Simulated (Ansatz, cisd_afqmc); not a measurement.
Species: BAsH4, charge 0, singlet. BAsH4 (SMILES [AsH2]B).
B3LYP-D3(BJ)/def2-TZVP minimum from Ansatz (a quantum-chemistry and plane-wave program):
```
B
H 1 1.1883
H 1 1.1883 2 120.50
As 1 1.9917 2 119.44 3 170.86
H 4 1.5153 1 100.06 2 144.24
H 4 1.5153 5 97.38 1 101.64
```

Atomisation energy term by term, kcal/mol (programs: Ansatz, cisd_afqmc). UHF or UKS for unpaired electrons; spin-orbit terms are left out. Cores are frozen in correlated methods (noble-gas shells, and filled d and f shells in the p block). No relativity. AFQMC/CISD: phaseless, guided by CISD from CCSD amplitudes; bars are statistical, one sigma. Outlying blocks are dropped, and bars are widened where a walk drifts. Over all cases where full CI ran beside it in this data, AFQMC minus full CI had a median of +0.1 mEh and passed +0.4 mEh in a tenth of the cases. CBS(X,Y): correlation extrapolated as X^-3, Hartree-Fock from the larger set (Q,5: extrapolated as (X+1)exp(-9√X)). A bracket is a step between two methods taken in the basis named. For partners of very few electrons the exact lower level stands in for a higher one.

```csv
term,basis,kcal/mol
Hartree-Fock,"CBS(cc-pVQZ,cc-pV5Z)",292.36
CCSD correlation,"CBS(cc-pVQZ,cc-pV5Z)",94.23
(T),"CBS(cc-pVQZ,cc-pV5Z)",4.43
CCSDT(Q) - CCSD(T),cc-pVTZ,0.36
CCSDTQ - CCSDT(Q),cc-pVDZ,-0.01
sum: De,,391.4
```

The step beyond CCSD(T) by other levels: CCSDTQ in cc-pVDZ 0.45; AFQMC/CISD in cc-pVDZ 0.66 ± 0.32; CCSDT(Q) in cc-pVDZ 0.46 kcal/mol.
